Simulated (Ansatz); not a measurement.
Born–Oppenheimer molecular dynamics of H$_{11}$NO$_{3}$Si$_{4}$ (19 atoms, charge 0, multiplicity 1). It starts from a relaxed structure.

Theory: RKS PBE/STO-3G in Ansatz 0.2.0.

```json
{"ensemble": "NVT, Langevin thermostat", "time step": "0.5 fs", "steps asked": "157", "set temperature": "300 K", "friction": "0.05 /fs", "seed": "46005"}
```

Frames 2.5 fs apart, positions in Å.

Velocities at 25 fs (Å/ps):

```
Si -0.96 -0.63 -2.59
N 5.03 1.15 -1.56
H 16.01 3.97 -1.24
H 2.86 4.08 13.05
O -5.96 -3.06 -5.81
Si 3.34 3.53 3.45
H -12.14 -5.87 7.14
H -8.35 -13.17 -23.75
H 5.90 27.49 9.23
O -2.34 -2.04 1.08
Si 1.77 -0.49 0.35
H -30.61 -7.07 28.19
H -18.12 5.70 -17.83
H -13.47 20.51 -6.61
O 0.43 -0.30 3.69
Si 0.62 -0.04 -1.57
H -21.88 -11.55 12.02
H -2.11 -9.35 -13.55
H -12.59 -6.61 26.05
```

```xyz
19
Properties=species:S:1:pos:R:3 time_fs=25 energy_less_start_eV=0.639 T=230
Si -0.222 -0.058 0.422
N -0.160 -0.084 2.153
H -0.515 0.795 2.666
H 0.875 -0.228 2.415
O 1.278 0.211 -0.266
Si 1.879 -1.094 -1.158
H 0.834 -1.434 -2.083
H 2.969 -0.483 -1.874
H 2.393 -2.024 -0.203
O -1.257 1.263 0.176
Si -1.859 1.230 -1.458
H -2.803 0.166 -1.697
H -2.588 2.503 -1.476
H -0.830 1.073 -2.462
O -0.716 -1.631 -0.184
Si -1.562 -2.686 0.904
H -0.622 -3.500 1.696
H -2.518 -2.073 1.790
H -2.356 -3.618 0.109
19
Properties=species:S:1:pos:R:3 time_fs=27.5 energy_less_start_eV=0.632 T=274
Si -0.225 -0.061 0.415
N -0.148 -0.086 2.152
H -0.487 0.783 2.639
H 0.830 -0.213 2.464
O 1.262 0.205 -0.278
Si 1.889 -1.089 -1.147
H 0.812 -1.477 -2.074
H 2.951 -0.512 -1.915
H 2.398 -1.995 -0.161
O -1.263 1.259 0.175
Si -1.854 1.232 -1.455
H -2.868 0.151 -1.627
H -2.639 2.507 -1.523
H -0.851 1.145 -2.497
O -0.715 -1.630 -0.173
Si -1.562 -2.685 0.898
H -0.692 -3.515 1.723
H -2.511 -2.073 1.770
H -2.393 -3.620 0.149
19
Properties=species:S:1:pos:R:3 time_fs=30 energy_less_start_eV=0.622 T=298
Si -0.232 -0.064 0.409
N -0.140 -0.094 2.154
H -0.481 0.778 2.589
H 0.806 -0.230 2.547
O 1.248 0.200 -0.287
Si 1.897 -1.085 -1.137
H 0.821 -1.576 -2.062
H 2.973 -0.521 -1.963
H 2.420 -2.000 -0.105
O -1.271 1.257 0.175
Si -1.853 1.236 -1.449
H -2.896 0.159 -1.568
H -2.658 2.498 -1.579
H -0.865 1.226 -2.526
O -0.714 -1.630 -0.155
Si -1.564 -2.682 0.891
H -0.749 -3.524 1.737
H -2.520 -2.027 1.799
H -2.413 -3.600 0.142
19
Properties=species:S:1:pos:R:3 time_fs=32.5 energy_less_start_eV=0.611 T=269
Si -0.246 -0.067 0.408
N -0.135 -0.109 2.159
H -0.492 0.812 2.565
H 0.817 -0.273 2.638
O 1.237 0.195 -0.295
Si 1.909 -1.080 -1.125
H 0.886 -1.669 -2.038
H 2.992 -0.537 -1.994
H 2.436 -2.029 -0.101
O -1.278 1.251 0.175
Si -1.855 1.243 -1.444
H -2.886 0.182 -1.520
H -2.638 2.438 -1.629
H -0.881 1.312 -2.545
O -0.711 -1.624 -0.138
Si -1.571 -2.677 0.888
H -0.760 -3.534 1.741
H -2.512 -1.974 1.817
H -2.412 -3.574 0.119
19
Properties=species:S:1:pos:R:3 time_fs=35 energy_less_start_eV=0.683 T=235
Si -0.255 -0.070 0.409
N -0.129 -0.118 2.170
H -0.496 0.821 2.521
H 0.798 -0.319 2.657
O 1.222 0.190 -0.305
Si 1.920 -1.077 -1.119
H 0.965 -1.757 -1.998
H 2.978 -0.571 -1.996
H 2.455 -2.055 -0.116
O -1.279 1.239 0.175
Si -1.858 1.250 -1.438
H -2.841 0.193 -1.479
H -2.623 2.393 -1.634
H -0.877 1.366 -2.557
O -0.709 -1.615 -0.124
Si -1.583 -2.667 0.890
H -0.750 -3.560 1.734
H -2.473 -1.915 1.824
H -2.414 -3.556 0.087
19
Properties=species:S:1:pos:R:3 time_fs=37.5 energy_less_start_eV=0.610 T=229
Si -0.258 -0.076 0.411
N -0.119 -0.125 2.178
H -0.482 0.792 2.483
H 0.781 -0.354 2.642
O 1.209 0.189 -0.319
Si 1.932 -1.078 -1.118
H 1.014 -1.855 -1.964
H 2.956 -0.615 -1.985
H 2.472 -2.071 -0.142
O -1.274 1.224 0.171
Si -1.858 1.255 -1.434
H -2.810 0.161 -1.492
H -2.667 2.441 -1.619
H -0.893 1.367 -2.521
O -0.707 -1.607 -0.111
Si -1.594 -2.654 0.894
H -0.750 -3.536 1.717
H -2.439 -1.908 1.827
H -2.405 -3.549 0.065
19
Properties=species:S:1:pos:R:3 time_fs=40 energy_less_start_eV=0.630 T=215
Si -0.264 -0.086 0.413
N -0.112 -0.134 2.174
H -0.482 0.796 2.517
H 0.787 -0.367 2.651
O 1.200 0.188 -0.336
Si 1.940 -1.087 -1.116
H 1.071 -1.940 -1.935
H 2.963 -0.640 -1.971
H 2.496 -2.070 -0.200
O -1.272 1.212 0.164
Si -1.858 1.260 -1.430
H -2.777 0.129 -1.540
H -2.721 2.503 -1.567
H -0.905 1.331 -2.467
O -0.704 -1.608 -0.103
Si -1.596 -2.650 0.899
H -0.753 -3.503 1.712
H -2.401 -1.915 1.823
H -2.408 -3.530 0.041
19
Properties=species:S:1:pos:R:3 time_fs=42.5 energy_less_start_eV=0.516 T=270
Si -0.264 -0.099 0.420
N -0.111 -0.139 2.168
H -0.462 0.773 2.572
H 0.818 -0.354 2.657
O 1.193 0.194 -0.356
Si 1.947 -1.099 -1.114
H 1.119 -2.026 -1.922
H 3.008 -0.613 -1.967
H 2.528 -2.081 -0.251
O -1.276 1.210 0.156
Si -1.866 1.264 -1.425
H -2.745 0.120 -1.606
H -2.719 2.490 -1.487
H -0.863 1.284 -2.437
O -0.700 -1.615 -0.096
Si -1.594 -2.649 0.904
H -0.724 -3.477 1.727
H -2.391 -1.898 1.837
H -2.445 -3.515 0.025
19
Properties=species:S:1:pos:R:3 time_fs=45 energy_less_start_eV=0.477 T=371
Si -0.255 -0.116 0.427
N -0.107 -0.138 2.162
H -0.419 0.730 2.654
H 0.839 -0.340 2.611
O 1.192 0.205 -0.368
Si 1.954 -1.115 -1.117
H 1.182 -2.042 -1.932
H 3.052 -0.572 -1.973
H 2.597 -2.083 -0.251
O -1.278 1.221 0.147
Si -1.877 1.268 -1.417
H -2.717 0.125 -1.669
H -2.685 2.438 -1.414
H -0.783 1.220 -2.412
O -0.699 -1.625 -0.085
Si -1.592 -2.647 0.910
H -0.729 -3.472 1.731
H -2.393 -1.872 1.851
H -2.472 -3.493 0.065
19
Properties=species:S:1:pos:R:3 time_fs=47.5 energy_less_start_eV=0.658 T=262
Si -0.251 -0.132 0.433
N -0.103 -0.138 2.161
H -0.383 0.707 2.725
H 0.850 -0.321 2.519
O 1.191 0.219 -0.382
Si 1.966 -1.129 -1.122
H 1.245 -2.042 -1.976
H 3.068 -0.551 -1.958
H 2.670 -2.071 -0.213
O -1.276 1.237 0.142
Si -1.885 1.269 -1.410
H -2.732 0.121 -1.716
H -2.669 2.424 -1.362
H -0.729 1.157 -2.394
O -0.691 -1.635 -0.077
Si -1.583 -2.652 0.912
H -0.716 -3.476 1.701
H -2.387 -1.870 1.858
H -2.465 -3.459 0.128
19
Properties=species:S:1:pos:R:3 time_fs=50 energy_less_start_eV=0.668 T=313
Si -0.251 -0.144 0.438
N -0.101 -0.133 2.166
H -0.399 0.698 2.758
H 0.882 -0.311 2.456
O 1.193 0.241 -0.399
Si 1.982 -1.139 -1.131
H 1.267 -2.031 -2.033
H 3.048 -0.552 -1.909
H 2.704 -2.040 -0.196
O -1.271 1.254 0.148
Si -1.895 1.265 -1.407
H -2.765 0.108 -1.765
H -2.681 2.494 -1.345
H -0.726 1.124 -2.353
O -0.681 -1.643 -0.082
Si -1.570 -2.659 0.910
H -0.677 -3.490 1.670
H -2.378 -1.870 1.866
H -2.473 -3.476 0.172
19
Properties=species:S:1:pos:R:3 time_fs=52.5 energy_less_start_eV=0.734 T=291
Si -0.248 -0.148 0.443
N -0.096 -0.131 2.179
H -0.437 0.675 2.746
H 0.933 -0.320 2.412
O 1.205 0.252 -0.415
Si 2.002 -1.147 -1.143
H 1.264 -2.037 -2.081
H 3.035 -0.550 -1.872
H 2.708 -1.992 -0.147
O -1.260 1.267 0.160
Si -1.905 1.256 -1.408
H -2.791 0.133 -1.825
H -2.680 2.556 -1.347
H -0.757 1.136 -2.311
O -0.677 -1.654 -0.093
Si -1.565 -2.665 0.910
H -0.625 -3.515 1.678
H -2.373 -1.890 1.901
H -2.485 -3.524 0.153
```

Of the whole run (78 fs, mean temperature of the second half 304 K): A run of 0.079 ps of so small a system gives no equilibrium averages. Limits of this set-up: minimal basis.

Time of the run: 19 min on 1 thread of Arm Neoverse V1, on a shared host, peak memory 0.13 GiB.
